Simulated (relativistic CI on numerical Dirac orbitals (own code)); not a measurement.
Re⁵⁺ (5d2) in a crystal field

Calculated by Dirac-Coulomb-Breit CI, separate exchange-only KLI orbitals for each configuration, model QED (radiative potential, 1s self-energy scaled to tabulated hydrogen-like ionisation energies), valence Slater integrals scaled by 0.9, one configuration in a parametric crystal field (own radial code). With so little scaling, terms lie 10 to 35 % too far apart, which can change the order of excited levels.

Field parameters in Wybourne normalisation: Oh B⁴₀ = 21Dq, B⁴₄ = √(5/14) B⁴₀; Td as Oh with Dq negative (B⁴₀ = 21Dq, B⁴₄ = √(5/14) B⁴₀). The field is a parameter set, without covalency.

S and J are read from ⟨S²⟩ = S(S + 1) and ⟨J²⟩ = J(J + 1) of each level; they are not fictitious spins.

Td, 10Dq = -8400 cm⁻¹, the lowest 10 levels:

```json
{"E (cm⁻¹)": "0.0", "Degeneracy": "3", "Irrep": "T2", "S": "0.97", "J": "2.41"}
{"E (cm⁻¹)": "4842", "Degeneracy": "2", "Irrep": "E", "S": "0.85", "J": "2.18"}
{"E (cm⁻¹)": "10430", "Degeneracy": "1", "Irrep": "A2", "S": "1.00", "J": "3.00"}
{"E (cm⁻¹)": "11108", "Degeneracy": "3", "Irrep": "T2", "S": "0.98", "J": "3.18"}
{"E (cm⁻¹)": "11729", "Degeneracy": "3", "Irrep": "T1", "S": "1.00", "J": "3.09"}
{"E (cm⁻¹)": "16746", "Degeneracy": "1", "Irrep": "A1", "S": "0.84", "J": "2.39"}
{"E (cm⁻¹)": "17448", "Degeneracy": "3", "Irrep": "T2", "S": "0.98", "J": "3.53"}
{"E (cm⁻¹)": "18048", "Degeneracy": "2", "Irrep": "E", "S": "0.47", "J": "2.57"}
{"E (cm⁻¹)": "19161", "Degeneracy": "2", "Irrep": "E", "S": "0.92", "J": "3.81"}
{"E (cm⁻¹)": "19548", "Degeneracy": "3", "Irrep": "T1", "S": "0.93", "J": "3.33"}
```

Oh, 10Dq = 24600 cm⁻¹, the lowest 10 levels:

```csv
E (cm⁻¹),Degeneracy,Irrep,S,J
0.0,2,E,0.97,2.43
605,3,T2,0.96,2.57
6218,3,T1,1.00,3.29
7925,1,A1,0.97,3.52
15051,3,T2,0.28,3.13
16285,2,E,0.16,3.06
25639,1,A2,1.00,3.00
27287,3,T2,0.93,2.90
28364,3,T1,0.98,3.45
28813,2,E,0.99,3.57
```

Oh, 10Dq = 39350 cm⁻¹, the lowest 10 levels:

```tsv
E (cm⁻¹)	Degeneracy	Irrep	S	J
0.0	2	E	0.97	2.54
375	3	T2	0.97	2.63
5620	3	T1	1.00	3.30
7013	1	A1	0.97	3.51
15127	3	T2	0.13	3.18
15680	2	E	0.12	3.15
30956	1	A1	0.17	2.90
39448	1	A2	1.00	3.00
40510	3	T2	0.98	2.98
41981	3	T1	0.99	3.39
```

The free-ion ground term has S = 1. Every field shown keeps that spin.

Levels of this model without a field, named by their leading LS term: ³F2 0, ³F3 7400, ³F4 13720, ³P0 15206, ¹D2 17118, ³P1 19324, ¹G4 26567, ³P2 27553 cm⁻¹.
